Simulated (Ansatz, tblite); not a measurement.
**Redistribution: C2H4ClF + CBr2F2 → C2H4F2 + CBr2ClF**

Species: C2H4ClF (1-chloro-2-fluoroethane) `FCCCl`, singlet; CBr2F2 (dibromodifluoromethane) `FC(F)(Br)Br`, singlet; C2H4F2 (1,2-difluoroethane) `FCCF`, singlet; CBr2ClF (dibromochlorofluoromethane) `FC(Cl)(Br)Br`, singlet. The partners trade Cl for F; both sit on C, so the bond types are kept.

Shapes, held fixed at every level: PBE0-D4/def2-TZVP. Flexible molecules stand in one conformer, not always the lowest. Programs: Ansatz 0.2.0, tblite 0.8.0. The zero-point and thermal change to 298 K, harmonic and unscaled (PBE0-D4/def2-TZVP), is -0.5 kJ/mol.

(1) Estimate ΔH(298 K) of this reaction.

## Answers

(1) The highest level, CCSD(T)/def2-TZVPP, gives ΔH(298 K) = +43.8 kJ/mol; the levels span +25.3 to +55.0. The column of differences is taken from that level and isn't an error. No measured value is set beside it here. Relativity is left out for Br. Outer-core shells of Br are correlated, in sets that cover them unevenly. Times are processor times on shared x86 and Arm servers, and rough.

```csv
level,kind,ΔH(298 K) (kJ/mol),less CCSD(T)/def2-TZVPP,CPU time (sum over the molecules)
GFN1-xTB,semi-empirical,+25.3,-18.5,1.1 s
HF/def2-SVP,Hartree–Fock,+55.0,+11.2,–
PBE-D4/def2-TZVPP,GGA,+42.2,-1.6,21 s
r2SCAN-D4/def2-TZVPP,meta-GGA,+47.9,+4.1,44 s
wB97X-V/def2-TZVPP,range-separated hybrid,+45.6,+1.8,72 s
CCSD(T)/def2-SVP,coupled cluster or CI,+48.2,+4.4,51 s
CCSD/def2-TZVPP,coupled cluster or CI,+45.2,+1.4,–
CCSD(T)/def2-TZVPP,coupled cluster or CI,+43.8,0.0,13 min
```
